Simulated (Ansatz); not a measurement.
BMe2(OH) (C2H7BO) was relaxed with PBE0-D4 (def2-SVP) in Ansatz in these states: charge +1 doublet, neutral singlet. The geometries follow in no particular order.

A:

| atom | x (Å) | y (Å) | z (Å) |
| --- | --- | --- | --- |
| B1 | 0.086 | -0.484 | 0.026 |
| C2 | 1.085 | 0.505 | -0.816 |
| H3 | 0.812 | 1.550 | -0.982 |
| H4 | 1.105 | -0.079 | -1.757 |
| H5 | 1.994 | 0.405 | -0.192 |
| C6 | -1.085 | 0.467 | 0.643 |
| H7 | -1.033 | 0.173 | 1.709 |
| H8 | -1.972 | 0.075 | 0.112 |
| H9 | -1.005 | 1.552 | 0.529 |
| O10 | 0.270 | -1.759 | 0.121 |
| H11 | -0.257 | -2.407 | 0.607 |

B:

```xyz
11

B     0.115    0.383   -0.031
C    -0.676    0.202    1.318
H    -1.616   -0.355    1.173
H    -0.898    1.159    1.812
H    -0.071   -0.406    2.014
C     0.343   -0.823   -1.029
H     1.019   -0.606   -1.872
H    -0.627   -1.136   -1.452
H     0.734   -1.706   -0.496
O     0.597    1.626   -0.303
H     1.082    1.661   -1.134
```

**Question.** Judge from the bond lengths which geometry belongs to which state (an estimate).

**Answer.** A is the charge +1 doublet (B1–O10 1.292 Å, B1–C2 1.639 Å, B1–C6 1.630 Å); B is the neutral singlet (B1–O10 1.361 Å, B1–C2 1.575 Å, B1–C6 1.582 Å).
